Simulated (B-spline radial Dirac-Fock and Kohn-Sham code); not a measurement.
# Form factor and incoherent scattering function of Ga⁺

System: gallium as Ga⁺, 1s2 2s2 2p6 3s2 3p6 3d10 4s1 4p1 (an excited configuration).

Method: Dirac-Fock orbitals of the configuration average with a finite nucleus. Computed with a radial B-spline solver. f₀ is the Fourier transform of the spherical electron density, S the Waller-Hartree incoherent function, and s = sin θ/λ. The electron scattering factor follows from the Mott-Bethe formula f_e = 0.023934 Å⁻¹·(Z − f₀)/s².

```tsv
s (Å⁻¹)	f₀	S	f_e (Å)
0	30.000	0.000	–
0.05	29.506	0.668	14.298
0.1	28.242	2.110	6.600
0.15	26.618	3.605	4.661
0.2	24.907	4.994	3.646
0.25	23.205	6.327	2.985
0.3	21.530	7.626	2.518
0.35	19.893	8.881	2.170
0.4	18.315	10.076	1.897
0.45	16.819	11.202	1.676
0.5	15.425	12.262	1.491
0.6	12.996	14.195	1.197
0.7	11.068	15.903	0.974
0.8	9.599	17.397	0.800
0.9	8.506	18.685	0.665
1	7.700	19.782	0.558
1.1	7.098	20.712	0.473
1.2	6.633	21.505	0.405
1.4	5.927	22.788	0.306
1.6	5.342	23.801	0.240
1.8	4.791	24.639	0.194
2	4.259	25.345	0.160
2.5	3.096	26.661	0.107
3	2.277	27.497	0.076
3.5	1.772	28.036	0.057
4	1.477	28.409	0.044
5	1.176	28.920	0.029
6	0.997	29.270	0.020
```

f₀ starts at the number of electrons, 30, and has fallen to half at s ≈ 0.52 Å⁻¹. The sum of ⟨r²⟩ over the electrons is 27.98 bohr². For an ion f_e diverges as s goes to zero, because of the net charge.
